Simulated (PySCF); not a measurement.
# Nuclear quadrupole coupling in `C[S@@](=O)[C@]12CC[C@@]1(C)CC2`

Species: C8H14OS.
Geometry (PBE0-D3(BJ)/def2-SVP, Å), atoms numbered from 1 in this order:
```
atom  x, y, z in Å
C1     2.1402   -0.9953   -0.5512
S2     0.7992   -1.4404    0.5883
O3     1.1186   -0.7560    1.8941
C4    -0.4881   -0.4343   -0.1916
C5    -0.3726    1.0741    0.0432
C6    -1.8134    1.0964    0.6021
C7    -1.9205   -0.4373    0.4433
C8    -2.2682   -1.2475    1.6643
C9    -2.4884   -0.8817   -0.9257
C10   -1.0631   -0.9243   -1.5260
H11    1.9261   -1.3750   -1.5606
H12    3.0518   -1.4640   -0.1564
H13    2.2548    0.0978   -0.5495
H14    0.3749    1.2821    0.8240
H15   -0.1636    1.6823   -0.8495
H16   -1.8685    1.4283    1.6488
H17   -2.5475    1.6688    0.0149
H18   -2.1714   -2.3271    1.4667
H19   -3.3075   -1.0537    1.9766
H20   -1.5944   -0.9970    2.4971
H21   -2.9776   -1.8663   -0.8932
H22   -3.1825   -0.1676   -1.3936
H23   -0.8619   -0.2657   -2.3842
H24   -0.7381   -1.9431   -1.7905
```

Field gradients from the PBE0/pcSseg-1 density (PySCF, non-relativistic), principal values in atomic units, ordered |Vxx| ≤ |Vyy| ≤ |Vzz|:

```tsv
atom	Vxx	Vyy	Vzz
S2	0.8408	1.2151	-2.0559
O3	-0.6970	-1.2358	1.9328
```

**Question.** Find the asymmetry η = (Vxx − Vyy)/Vzz and the couplings χ = eQV/h (234.96 MHz × Q in barn × V in au), with Q(33S) = −0.0678 b, Q(17O) = −0.0256 b.

**Answer.** 
```tsv
atom	environment	nucleus	η	χzz (MHz)	χxx (MHz)	χyy (MHz)
S2	sulfinyl sulfur	33S	0.18	32.75	-13.39	-19.36
O3	sulfinyl oxygen	17O	0.28	-11.63	4.19	7.43
```

**Question.** What is Vzz at S2 in SI units (1 au = 9.71736 × 10²¹ V/m²)?

**Answer.** -2.0559 au = -19.978 × 10²¹ V/m².

**Question.** And the gradient at the other heavy atoms, for which no coupling is worked out here?

**Answer.** 
```
atom                    environment  Vzz (au)     η
  C1                S-methyl carbon     0.187  0.17
  C4     sp3 carbon bound to sulfur     0.192  0.24
  C5      four-membered-ring carbon    -0.114  0.61
  C6      four-membered-ring carbon    -0.079  0.16
  C7  sp3 carbon at a ring junction     0.069  0.48
  C8                  methyl carbon     0.052  0.98
  C9      four-membered-ring carbon    -0.076  0.57
 C10      four-membered-ring carbon    -0.071  0.80
```

**Question.** What couplings would deuterons (Q(2H) = 0.00286 b) have in place of the hydrogens, at this geometry?

**Answer.** 
```json
{"atom": "H11", "bonded to": "C1", "bond length (Å)": "1.100", "Vzz (au)": "0.2919", "η": "0.04", "χzz (kHz)": "196"}
{"atom": "H12", "bonded to": "C1", "bond length (Å)": "1.098", "Vzz (au)": "0.2919", "η": "0.04", "χzz (kHz)": "196"}
{"atom": "H13", "bonded to": "C1", "bond length (Å)": "1.099", "Vzz (au)": "0.2903", "η": "0.03", "χzz (kHz)": "195"}
{"atom": "H14", "bonded to": "C5", "bond length (Å)": "1.101", "Vzz (au)": "0.2793", "η": "0.03", "χzz (kHz)": "188"}
{"atom": "H15", "bonded to": "C5", "bond length (Å)": "1.100", "Vzz (au)": "0.2935", "η": "0.01", "χzz (kHz)": "197"}
{"atom": "H16", "bonded to": "C6", "bond length (Å)": "1.099", "Vzz (au)": "0.2910", "η": "0.01", "χzz (kHz)": "196"}
{"atom": "H17", "bonded to": "C6", "bond length (Å)": "1.101", "Vzz (au)": "0.2919", "η": "0.00", "χzz (kHz)": "196"}
{"atom": "H18", "bonded to": "C8", "bond length (Å)": "1.102", "Vzz (au)": "0.2899", "η": "0.02", "χzz (kHz)": "195"}
{"atom": "H19", "bonded to": "C8", "bond length (Å)": "1.102", "Vzz (au)": "0.2910", "η": "0.02", "χzz (kHz)": "196"}
{"atom": "H20", "bonded to": "C8", "bond length (Å)": "1.100", "Vzz (au)": "0.2851", "η": "0.02", "χzz (kHz)": "192"}
{"atom": "H21", "bonded to": "C9", "bond length (Å)": "1.100", "Vzz (au)": "0.2913", "η": "0.00", "χzz (kHz)": "196"}
{"atom": "H22", "bonded to": "C9", "bond length (Å)": "1.100", "Vzz (au)": "0.2917", "η": "0.00", "χzz (kHz)": "196"}
{"atom": "H23", "bonded to": "C10", "bond length (Å)": "1.100", "Vzz (au)": "0.2915", "η": "0.00", "χzz (kHz)": "196"}
{"atom": "H24", "bonded to": "C10", "bond length (Å)": "1.102", "Vzz (au)": "0.2879", "η": "0.01", "χzz (kHz)": "194"}
```

Isolated species at its PBE0-D3(BJ)/def2-SVP geometry (one conformer only). With a basis this small, the couplings can be 20 % off.
